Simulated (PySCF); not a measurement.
# How methods differ on the ionisation energy of Pb⁶³⁺

Pb⁶³⁺ [Ar] 3d1 (2D) → Pb⁶⁴⁺ [Ar] (1S), as a difference of total energies. Calculation: PySCF 2.14, in an uncontracted even-tempered set (17 s from 18 bohr⁻², ratio 2.5; 13 p from 23 bohr⁻², ratio 2.5; 7 d from 23 bohr⁻², ratio 2.5; 4 f from 81 bohr⁻², ratio 2.7; 3 g from 120 bohr⁻², ratio 2.7); the spin-free X2C one-electron Hamiltonian (Gaussian nucleus). Correlated levels: outer shells: [Ne] frozen; virtual orbitals above 40 to 60 times the deepest correlated orbital energy dropped. The calculations carry no spin-orbit coupling.

```
                method  ionisation energy (eV)
                   UHF                  6852.2
                   LDA                  6852.1
                r2SCAN                  6855.1
                PBEsol                  6852.8
                revPBE                  6854.1
    MP2 (outer shells)                  6851.8
SCS-MP2 (outer shells)                  6851.8
```

Q: Estimate what PBE gives.

A: 6854.2 eV, closest to revPBE among the rows shown.

Q: Estimate what PBE0 gives.

A: 6854.1 eV, closest to revPBE among the rows shown.

A first-order spin-orbit estimate (lowest level to lowest level, LS coupling) adds 74.361 eV.

Breit and QED terms and the two-electron picture change are absent.

First order in ζ underestimates the shift of j = l − 1/2 levels at high Z.

For comparison: 6924 ± 19 eV (theoretical estimate listed by NIST; NIST Atomic Spectra Database, ionization energies).
